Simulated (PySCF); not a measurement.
An unknown is described by computed data only.

Elements present: C, Ge, H and N. Monoisotopic mass: 207.9111 u.

* Triplet: lowest triplet excitation (Tamm–Dancoff): 5.68 eV [TDA wB97X-D/def2-SVPD]
* 13C NMR: chemical shifts (computed TMS as zero) by class: 121.0 (1 C), 6.5 (1 C) ppm [GIAO B97-2/pcSseg-1]
* Valence photoelectron: vertical ionisation energy: 9.16 eV [ΔSCF wB97X-D/def2-SVPD]
* Polarisability: 94.2 au [wB97X-D/def2-SVPD]
* UV, strongest line: among the 10 lowest singlet transitions: S2 at 6.89 eV (180 nm, f = 0.050) [TDDFT wB97X-D/def2-SVPD]
* Dipole: 4.04 D [wB97X-D/def2-SVPD]
* Couplings: largest of the computed one-bond spin–spin couplings (means over like bonds): 13C–1H +144.0 (×2), 15N–1H -80.5, 13C–13C +66.0, 15N–13C -18.6 Hz [B3LYP/pcJ-1 (pcSseg-1 on Ge), spin–dipole term left out for some pairs]
* UV, first state: lowest singlet excitation: 6.04 eV (205 nm, f = 0.009) [TDDFT wB97X-D/def2-SVPD]
* Rotational structure: rotational constants A, B, C: 1.959, 0.948, 0.670 GHz [PBE0-D3(BJ)/def2-SVP]

Electronic properties: PySCF, gas phase, density fitting. Levels stand in brackets. The structure is a single PBE0-D3(BJ)/def2-SVP conformer in the gas phase; no vibrational or solvent corrections. Relativistic effects, spin–orbit coupling among them, are left out although an element past zinc is present. NMR values are class means; diastereotopic atoms form classes of their own.

Q: Which formula fits the mass and the elements?

A: C2H8Ge2N2 (calculated 207.9111). No other formula that holds each of these elements comes within 0.0003 u with a fitting electron parity and a possible valence count.

Q: Give a SMILES that accounts for the data.

A: Numbering: `[N:1]#[C:2][CH2:3][GeH2:4][NH:5][GeH3:6]`. 2 carbons fall into 2 classes; from least to most shielded: nitrile carbon [C2] (121.0 ppm), sp3 carbon bound to germanium [C3] (6.5 ppm). The couplings run between: +144.0 Hz, sp3 carbon bound to germanium [C3] and its hydrogen (with 1 like pair); -80.5 Hz, nitrogen bonded to 2 Ge and H [N5] and its hydrogen; +66.0 Hz, nitrile carbon [C2] and sp3 carbon bound to germanium [C3]; -18.6 Hz, nitrile nitrogen [N1] and nitrile carbon [C2]. The first electron is taken from the HOMO, whose largest Löwdin shares are 0.53 on the nitrogen bonded to 2 Ge and H, 0.10 on the germanium bonded to N and 3 H, 0.08 on the germanium bonded to C, N and 2 H and 0.07 on the sp3 carbon bound to germanium. The optimised geometry has point group C1 and is an asymmetric top. Structure: `N#C[CH2][GeH2][NH][GeH3]`. The assignments are read from this structure; whether some other isomer fits the data as well wasn't checked. NMR values of atoms bound to Ge lack the spin–orbit term that these neighbours bring.

Conformer computed: `[N:1]#[C:2][CH2:3][GeH2:4][NH:5][GeH3:6]`: C2–C3–Ge4–N5 50°, C3–Ge4–N5–Ge6 -79°.
